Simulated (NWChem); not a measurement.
System: C3H6AlCl; SMILES C=[CH][Al]([CH3])[Cl]

Excerpt of the output:

```
             Northwest Computational Chemistry Package (NWChem) 7.3.0
             --------------------------------------------------------

 C1  symmetry detected

                             Geometry "geometry" -> ""
                             -------------------------

 Output coordinates in angstroms (scale by  1.889725989 to convert to a.u.)

  No.       Tag          Charge          X              Y              Z
 ---- ---------------- ---------- -------------- -------------- --------------
    1 Al                  13.0000    -0.20707755     0.07942219    -0.00356106
    2 Cl                  17.0000     0.63502708     1.93101090     0.00249731
    3 C                    6.0000    -2.19267127    -0.07813662    -0.00081732
    4 H                    1.0000    -2.55448035    -1.10181494    -0.11000564
    5 H                    1.0000    -2.63671065     0.51091104    -0.81094979
    6 H                    1.0000    -2.62373949     0.31656986     0.92570956
    7 C                    6.0000     1.03116009    -1.47047312    -0.00801627
    8 C                    6.0000     0.61778479    -2.73657411     0.00736854
    9 H                    1.0000     2.11281955    -1.30521181    -0.02037070
   10 H                    1.0000     1.29399800    -3.58265027     0.00711132
   11 H                    1.0000    -0.43298100    -2.98637450     0.02113500

 Effective nuclear repulsion energy (a.u.)     239.4995853723

                                Z-matrix (autoz)
                                --------

 Units are Angstrom for bonds and degrees for angles

      Type          Name      I     J     K     L     M      Value
      ----------- --------  ----- ----- ----- ----- ----- ----------
    1 Stretch                  1     2                       2.03410
    2 Stretch                  1     3                       1.99184
    3 Stretch                  1     7                       1.98379
    4 Stretch                  3     4                       1.09121
    5 Stretch                  3     5                       1.09566
    6 Stretch                  3     6                       1.09547
    7 Stretch                  7     8                       1.33196
    8 Stretch                  7     9                       1.09428
    9 Stretch                  8    10                       1.08310
   10 Stretch                  8    11                       1.08014
   11 Bend                     1     3     4               113.86579
   12 Bend                     1     3     5               111.12824
   13 Bend                     1     3     6               111.40325
   14 Bend                     1     7     8               123.29208
   15 Bend                     1     7     9               119.93468
   16 Bend                     2     1     3               118.99262
   17 Bend                     2     1     7               116.92218
   18 Bend                     3     1     7               124.08506
   19 Bend                     4     3     5               107.21676
   20 Bend                     4     3     6               106.98767
   21 Bend                     5     3     6               105.79450
   22 Bend                     7     8    10               123.28266
   23 Bend                     7     8    11               121.45908
   24 Bend                     8     7     9               116.77294
   25 Bend                    10     8    11               115.25826
   26 Torsion                  1     7     8    10        -179.86217
   27 Torsion                  1     7     8    11           0.13737
   28 Torsion                  2     1     3     4         173.92199
   29 Torsion                  2     1     3     5          52.72674
   30 Torsion                  2     1     3     6         -64.97612
   31 Torsion                  2     1     7     8         178.99769
   32 Torsion                  2     1     7     9          -0.79842
   33 Torsion                  3     1     7     8          -0.86804
   34 Torsion                  3     1     7     9         179.33585
   35 Torsion                  4     3     1     7          -6.21489
   36 Torsion                  5     3     1     7        -127.41013
   37 Torsion                  6     3     1     7         114.88700
   38 Torsion                  9     7     8    10          -0.06007
   39 Torsion                  9     7     8    11         179.93946

                           NWChem Geometry Optimization
                           ----------------------------

 maximum gradient threshold         (gmax) =   0.000450
 rms gradient threshold             (grms) =   0.000300
 maximum cartesian step threshold   (xmax) =   0.001800
 rms cartesian step threshold       (xrms) =   0.001200
 fixed trust radius                (trust) =   0.300000
 source of zmatrix                         =   autoz

          -------------------
          Energy Minimization
          -------------------

 Using diagonal initial Hessian
 Scaling for Hessian diagonals: bonds = 1.00  angles = 0.25  torsions = 0.10

          --------
          Step   0

                                 NWChem DFT Module
                                 -----------------

[...]

      ----------------------
      Optimization converged
      ----------------------

  Step       Energy      Delta E   Gmax     Grms     Xrms     Xmax
  ---- ---------------- -------- -------- -------- -------- --------
@   15    -819.89761080 -8.2D-08  0.00002  0.00001  0.00052  0.00162
                                     ok       ok       ok       ok

                                Z-matrix (autoz)
                                --------

 Units are Angstrom for bonds and degrees for angles

[...]

 Rotational Constants
 --------------------
 A=   0.147691 cm-1  (  0.212490 K)
 B=   0.060440 cm-1  (  0.086958 K)
 C=   0.043235 cm-1  (  0.062204 K)

 Temperature                      =   298.15K
 frequency scaling parameter      =   1.0000

 Zero-Point correction to Energy  =   49.658 kcal/mol  (  0.079135 au)
 Thermal correction to Energy     =   54.685 kcal/mol  (  0.087146 au)
 Thermal correction to Enthalpy   =   55.277 kcal/mol  (  0.088089 au)

 Total Entropy                    =   89.896 cal/mol-K
   - Translational                =   39.817 cal/mol-K (mol. weight = 103.9973)
   - Rotational                   =   27.814 cal/mol-K (symmetry #  =        1)
   - Vibrational                  =   22.265 cal/mol-K

 Cv (constant volume heat capacity) =   25.293 cal/mol-K
   - Translational                  =    2.979 cal/mol-K
   - Rotational                     =    2.979 cal/mol-K
   - Vibrational                    =   19.335 cal/mol-K

[normal modes left out]

 ----------------------------------------------------------------------------
 Normal Eigenvalue ||           Projected Infra Red Intensities
  Mode   [cm**-1]  || [atomic units] [(debye/angs)**2] [(KM/mol)] [arbitrary]
 ------ ---------- || -------------- ----------------- ---------- -----------
    1       -0.000 ||    0.000223           0.005         0.218       0.116
    2       -0.000 ||    0.000140           0.003         0.137       0.073
    3       -0.000 ||    0.000197           0.005         0.192       0.102
    4        0.000 ||    0.000544           0.013         0.531       0.282
    5        0.000 ||    0.000000           0.000         0.000       0.000
    6        0.000 ||    0.000344           0.008         0.336       0.179
    7       40.406 ||    0.000027           0.001         0.026       0.014
    8       68.928 ||    0.000364           0.008         0.355       0.189
    9      111.646 ||    0.001812           0.042         1.766       0.940
   10      160.328 ||    0.006750           0.156         6.581       3.501
   11      192.097 ||    0.008688           0.200         8.470       4.506
   12      275.322 ||    0.003222           0.074         3.141       1.671
   13      450.076 ||    0.027703           0.639        27.006      14.368
   14      475.578 ||    0.036886           0.851        35.959      19.130
   15      612.682 ||    0.037774           0.871        36.824      19.591
   16      645.378 ||    0.062454           1.441        60.884      32.391
   17      705.145 ||    0.116284           2.683       113.359      60.308
   18      718.219 ||    0.147100           3.394       143.400      76.290
   19      992.691 ||    0.013416           0.310        13.078       6.958
   20     1005.782 ||    0.031807           0.734        31.007      16.496
   21     1062.847 ||    0.011249           0.260        10.966       5.834
   22     1215.462 ||    0.034702           0.801        33.829      17.997
   23     1263.160 ||    0.002796           0.064         2.725       1.450
   24     1416.834 ||    0.004241           0.098         4.134       2.199
   25     1419.876 ||    0.003427           0.079         3.341       1.777
   26     1423.221 ||    0.019451           0.449        18.962      10.088
   27     1660.233 ||    0.023579           0.544        22.986      12.229
   28     3049.681 ||    0.000940           0.022         0.916       0.487
   29     3120.157 ||    0.019763           0.456        19.266      10.250
   30     3145.581 ||    0.001521           0.035         1.483       0.789
   31     3151.641 ||    0.003138           0.072         3.059       1.628
   32     3160.258 ||    0.004320           0.100         4.212       2.241
   33     3209.716 ||    0.011427           0.264        11.139       5.926
 ----------------------------------------------------------------------------
```

Level: PBE0/def2-SVP. 

**Question.** Which NWChem input produces such a log?

**Answer.** One answer among several that fit: the input that was run:
```
start job
memory heap 200 mb stack 900 mb global 1100 mb
geometry units angstroms
  Al    -0.144543    -0.007023     0.217313
  Cl     0.949938     1.650317    -0.221883
  C     -1.214166    -0.040383     1.897256
  H     -1.848965    -0.922095     1.999037
  H     -1.865264     0.837952     1.968402
  H     -0.569564    -0.006192     2.782346
  C     -0.066237    -1.505133    -1.080748
  C     -0.716264    -2.655121    -0.910102
  H      0.536220    -1.409554    -1.989242
  H     -0.671679    -3.473775    -1.617864
  H     -1.331901    -2.830962    -0.040177
end
basis spherical
  * library def2-svp
end
dft
  xc pbe0
  iterations 150
end
driver
  maxiter 120
end
task dft optimize
task dft freq
```
